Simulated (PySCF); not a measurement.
Several compounds and their computed core spectra got separated.

The calculation used PySCF, delta-SCF UKS SCAN, pcX-2 on the ionised atom, pcseg-1 elsewhere, spin-free X2C. Geometries: PBE0-D3(BJ)/def2-SVP; isolated species, one conformer each.

Line lists (1s up to Mg, 2p3/2 beyond, nothing for As; areas count atoms within a level, one atom standing for each set equivalent by bonding):
1. F 1s: 692.23 eV; Si 2p3/2: 106.87 (area 1), 107.92 (area 1) eV
2. B 1s: 187.72 eV; C 1s: 284.28 eV
3. B 1s: 196.29 eV; C 1s: 290.00 (area 1), 292.50 (area 1) eV; O 1s: 538.76 eV

Structures:
A. `F[SiH2][AsH][SiH3]` (AsFH6Si2)
B. `COBC` (C2H7BO)
C. `C[B-](C)(C)C` ([C4H12B]-)

Q: Which list belongs to which compound?

A: 
- 1 = A: no other candidate has this set of levels. F 1s: 692.23 silicon-bound fluorine; Si 2p3/2: 106.87 SiH3 silicon, 107.92 fluorine-bound silicon.
- 2 = C: no other candidate has this set of levels. B 1s: 187.72 four-coordinate boron; C 1s: 284.28 sp3 carbon bound to boron (×4).
- 3 = B: no other candidate has this set of levels. B 1s: 196.29 three-coordinate boron; C 1s: 290.00 sp3 carbon bound to boron, 292.50 methoxy carbon; O 1s: 538.76 boron-bound oxygen.

For 2p shells one spin-free hole was relaxed; a mean-field spin–orbit operator and the ground-state splitting of the three 2p orbitals were then diagonalised within the shell. The shell's mean is (2 × 2p3/2 + 2p1/2)/3, and the degeneracies 2j + 1 give areas of 2:1.
